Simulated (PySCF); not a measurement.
Compound: C₉H₁₂OSi.
Bonds: C1–C2 (double), C2–C3, C3–Si4, Si4–O5, O5–C6, C6–C7 (aromatic), C7–C8 (aromatic), C8–C9 (aromatic), C9–C10 (aromatic), C10–C11 (aromatic), C6–C11 (aromatic). Hydrogens: H12, H13 on C1; H14 on C2; H15, H16 on C3; H17, H18 on Si4; H19 on C7; H20 on C8; H21 on C9; H22 on C10; H23 on C11.

All values: PBE0/pcSseg-1 (PySCF, non-relativistic), on one gas-phase PBE0-D3(BJ)/def2-SVP geometry that isn't relaxed in the solvent. The solvent is an IEF-PCM continuum (cavity from Bondi-type radii × 1.2). Specific hydrogen bonds and non-electrostatic terms are outside this model.

Gas phase at PBE0/pcSseg-1: HOMO -6.61 eV, LUMO -0.24 eV, dipole 0.63 D.

**Question.** What does the continuum do to the energy, the frontier levels and the dipole at PBE0/pcSseg-1 in benzene and methanol?

**Answer.** 
| solvent | ε | E(solvent) − E(gas) (kcal/mol) | polarisation term (kcal/mol) | distortion of the solute (kcal/mol) | HOMO (eV) | LUMO (eV) | dipole (D) |
| --- | --- | --- | --- | --- | --- | --- | --- |
| benzene | 2.271 | -2.04 | -2.12 | 0.08 | -6.65 | -0.28 | 0.67 |
| methanol | 32.61 | -4.67 | -5.13 | 0.46 | -6.75 | -0.36 | 0.71 |

The first energy column is the sum of the next two and covers electrostatics alone. From benzene to methanol the lowering changes by a factor 2.29, Onsager's factor (ε − 1)/(2ε + 1) by 2.08 and ε itself by 14.4.

**Question.** How do the nuclear quadrupole coupling constants eQVzz/h respond in benzene?

**Answer.** 
```tsv
nucleus	Q (barn)	gas (MHz)	solvent (MHz)	η gas	η solvent
17O at O5	-0.0256	-9.83	-9.82	0.18	0.18
```

Conformer computed: `[CH2:1]=[CH:2][CH2:3][SiH2:4][O:5][c:6]1[cH:7][cH:8][cH:9][cH:10][cH:11]1`: C1–C2–C3–Si4 101°, C2–C3–Si4–O5 173°, C3–Si4–O5–C6 -178°, Si4–O5–C6–C7 176°.
